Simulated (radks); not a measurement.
The numbers below are computed, except where a source is named.
Problem. Species: Ne0.375+. Configuration: [He] 2s1.625 2p6 (fractional occupations, a model configuration). Code: a radial shooting solver on a logarithmic mesh with Libxc functionals. Model: non-relativistic Kohn-Sham, PBEsol, spin-unpolarised, spherical densities, point nucleus. Some entries of the table are withheld. Estimate them.

orbital,occ.,eigenvalue (hartree),<r^2> (bohr^2),r(max) (bohr)
1s,2,-30.68844,0.03387,(1)
2s,1.625,-1.58038,0.9601,0.6808
2p,6,-0.73650,1.168,(2)

Solution. 
(1) 1s r(max) (bohr): 0.1030
(2) 2p r(max) (bohr): 0.6164
